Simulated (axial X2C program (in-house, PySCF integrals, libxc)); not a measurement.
**Potential curves of Cu₂, with spin–orbit coupling**

Calculated with an in-house relativistic program for diatomic molecules. Two-component (2c) means X2C with spin–orbit coupling and atomic mean-field two-electron Coulomb and Gaunt terms. Basis: Cu dyall-cv3z [9s9p6d3f2g] (cores contracted in-house); Gaussian nuclei, density fitting, unrestricted open shells. Masses: Cu 62.930 u.

State: Ω = 0 (closed shell). Energies in cm⁻¹ from the fragments at the same level (Cu + Cu). Fits are polynomials in 1 − R0/R over 0.85 to 1.23 times the lowest point R0.

```
 R (Å)     M06    PBE0
1.9532  -13675  -11385
2.0430  -16093  -13772
2.1103  -17070  -14760
2.1776  -17526  -15250
2.2450  -17590  -15369
2.3236  -17300  -15162
2.4022  -16727  -14691
2.5032  -15718  -13826
2.6267  -14234  -12534
2.8063  -11874  -10456
3.0532   -8641   -7587
3.3675   -4943   -4275
```

The state is a single determinant with fixed occupations, the lowest that a limited PBE0 search found. The closed shell is kept restricted, so the energy runs too high when the bond is stretched far. Dissociation energies refer to the lowest single-determinant-based atoms at the same level and basis.

Question: What are Re, ωe and De at the M06 level?

Answer: At M06, 2c: Re = 2.224 Å, ωe ≈ 275 cm⁻¹, De = 2.18 eV to Cu + Cu; Be follows as 0.108 cm⁻¹.

Question: Fit the PBE0 curve near its minimum: give the equilibrium distance, the harmonic wavenumber and the well depth.

Answer: At PBE0, 2c: Re = 2.237 Å, ωe ≈ 259 cm⁻¹, De = 1.91 eV to Cu + Cu; Be follows as 0.107 cm⁻¹.
